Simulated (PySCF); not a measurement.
Simulation results for ClGeHO

Computed with PySCF 2.14.0. Calculation on a computer-drawn molecule: vertical ionisation energy to the stated ion spin, frozen-core CCSD(T) at the basis limit and cheaper methods, single-reference cases, UHF for radicals, no spin-orbit; all values are single points at the evaluated structure, the first of each entry, which is the reference or a displaced copy of it and isn't optimised; the reference structure only sets the zero of the energies above reference; triples share is (T) over the correlation energy; on germanium a core potential holds 10 electrons, which the energies leave out, and 3d is frozen in MP2 and coupled-cluster steps.

Common to all runs: charge 0; multiplicity 1; ion multiplicity 2; diffuse functions no; basis cc-pV(n+d)Z; basis and core potential on germanium cc-pVnZ-PP ECP10MDF; reference is the Hartree-Fock double-zeta minimum; best is HF at quadruple zeta + MP2 correlation extrapolated from triple and quadruple zeta + CCSD(T) minus MP2 at triple zeta; basis step is the size of the change from the same recipe one zeta lower.

```json
{"entry": 1, "formula": "ClGeHO", "evaluated_structure": {"atoms_angstrom": [["O", 0.5042, 1.1829, 1.3848], ["Ge", -0.9831, 0.9049, 0.4815], ["Cl", -2.3652, 0.9226, 2.0925], ["H", 1.2923, 1.2365, 0.8459]]}, "reference_structure": {"atoms_angstrom": [["O", 0.4701, 1.1763, 1.3714], ["Ge", -1.0029, 0.8501, 0.4389], ["Cl", -2.4002, 0.9099, 2.1433], ["H", 1.2726, 1.2096, 0.867]]}, "given": {"drawn_bonds_atom": [1, 2, 1], "drawn_bonds_other_atom": [2, 3, 4], "drawn_bonds_order": [1, 1, 1]}, "results": {"T1_diagnostic_at_triple_zeta": null, "dipole_magnitude_B3LYP_at_triple_zeta [debye]": null}}
{"entry": 2, "formula": "ClGeHO", "evaluated_structure": {"atoms_angstrom": [["O", 0.5042, 1.1829, 1.3848], ["Ge", -0.9831, 0.9049, 0.4815], ["Cl", -2.4309, 0.9234, 2.1691], ["H", 1.2923, 1.2365, 0.8459]]}, "reference_structure": {"atoms_angstrom": [["O", 0.4701, 1.1763, 1.3714], ["Ge", -1.0029, 0.8501, 0.4389], ["Cl", -2.4002, 0.9099, 2.1433], ["H", 1.2726, 1.2096, 0.867]]}, "given": {"drawn_bonds_atom": [1, 2, 1], "drawn_bonds_other_atom": [2, 3, 4], "drawn_bonds_order": [1, 1, 1]}, "results": {"ionisation_energy_basis_step [eV]": null, "ionisation_energy_Koopmans_at_triple_zeta [eV]": null, "triples_share_at_triple_zeta": null}}
```

## Withheld values
1. Estimate the T1 diagnostic at triple zeta of ClGeHO (entry 1).
2. What dipole magnitude B3LYP at triple zeta does the calculation give for ClGeHO (entry 1)?
3. What ionisation energy basis step does the calculation give for ClGeHO (entry 2)?
4. What ionisation energy Koopmans at triple zeta does the calculation give for ClGeHO (entry 2)?
5. Estimate the triples share at triple zeta of ClGeHO (entry 2).
6. Give the table of triple zeta values for ClGeHO (entry 2).

Answers
1. 0.01507
2. 2.856 debye
3. 0.1035 eV
4. 10.33 eV
5. 0.04056
6. 
Triple zeta:
```
 method  ionisation energy (eV)  energy above reference (kcal/mol)
     HF                   9.372                              0.292
    PBE                   9.795                             0.1409
 r2SCAN                   9.942                             0.2756
  B3LYP                   10.05                              0.144
  wB97X                   10.21                             0.3026
    MP2                   10.04                             0.3474
   CCSD                   10.01                             0.3365
CCSD(T)                    9.98                             0.3259
```

Further results for ClGeHO (entry 1):

- ionisation energy best: 10.03 eV
- ionisation energy basis step: 0.1084 eV
- energy above reference best: 1.072 kcal/mol
- energy above reference basis step: 0.1254 kcal/mol
- ionisation energy Koopmans at triple zeta: 10.15 eV
- ionisation energy EOM CCSD at triple zeta: 9.926 eV
- total energy HF triple zeta: -828.4627 hartree
- total energy CCSD(T) triple zeta: -829.0337 hartree
- total energy best: -829.1257 hartree
- D1 diagnostic at triple zeta: 0.04784
- ion T1 diagnostic at triple zeta: 0.02285
- ion D1 diagnostic at triple zeta: 0.07127
- ion spin squared at triple zeta: 0.7883
- triples share at triple zeta: 0.04026
- basis functions triple zeta: 122
- dipole magnitude HF at triple zeta: 2.933 debye
- dipole magnitude CCSD unrelaxed at triple zeta: 2.747 debye
- dipole magnitude PBE at triple zeta: 2.705 debye
- dipole magnitude r2SCAN at triple zeta: 2.746 debye
- dipole magnitude wB97X at triple zeta: 2.92 debye

Triple zeta:
```
 method  ionisation energy (eV)  energy above reference (kcal/mol)
     HF                   9.202                             0.7996
    PBE                   9.673                              1.529
 r2SCAN                   9.804                             0.8517
  B3LYP                   9.926                              1.525
  wB97X                   10.07                             0.6903
    MP2                   9.856                             0.9049
   CCSD                   9.867                             0.9533
CCSD(T)                   9.836                              1.057
```

Further results for ClGeHO (entry 2):

- ionisation energy best: 10.18 eV
- energy above reference best: 0.4342 kcal/mol
- energy above reference basis step: 0.04228 kcal/mol
- ionisation energy EOM CCSD at triple zeta: 10.07 eV
- total energy HF triple zeta: -828.4635 hartree
- total energy CCSD(T) triple zeta: -829.0349 hartree
- total energy best: -829.1267 hartree
- T1 diagnostic at triple zeta: 0.01547
- D1 diagnostic at triple zeta: 0.04945
- ion T1 diagnostic at triple zeta: 0.02427
- ion D1 diagnostic at triple zeta: 0.07256
- ion spin squared at triple zeta: 0.8029
- basis functions triple zeta: 122
- dipole magnitude HF at triple zeta: 3.688 debye
- dipole magnitude CCSD unrelaxed at triple zeta: 3.433 debye
- dipole magnitude PBE at triple zeta: 3.34 debye
- dipole magnitude r2SCAN at triple zeta: 3.407 debye
- dipole magnitude B3LYP at triple zeta: 3.519 debye
- dipole magnitude wB97X at triple zeta: 3.64 debye
